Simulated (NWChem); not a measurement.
CaHOF; SMILES [OH][Ca][F]

```xyz
4

Ca     0.2908     0.0281     0.0000
F     -0.3056     1.9219     0.0000
O     -0.2936    -1.8874     0.0000
H     -0.7162    -2.7586     0.0000
```
Atoms are numbered in this order, from 1.

All runs: NWChem. Structure relaxed at the PBE-D3(BJ)/def2-SVP level.

Q: Taking PBE0/pcseg-2 as the yardstick, which of these has the fewest basis functions while keeping “dipole (D)” within 0.1 D of it: PBE0/def2-SVP; PBE0/pcseg-1; PBE0/aug-pcseg-1; PBE0/STO-3G?

A: PBE0/pcseg-1.
| level | basis functions | dipole (D) |
|---|---|---|
| PBE0/STO-3G | 24 | 1.54 |
| PBE0/pcseg-1 | 57 | 3.72 |
| PBE0/def2-SVP | 57 | 3.65 |
| PBE0/aug-pcseg-1 | 88 | 3.76 |
| PBE0/pcseg-2 | 107 | 3.77 |

The yardstick is one finite set, not the basis-set limit.
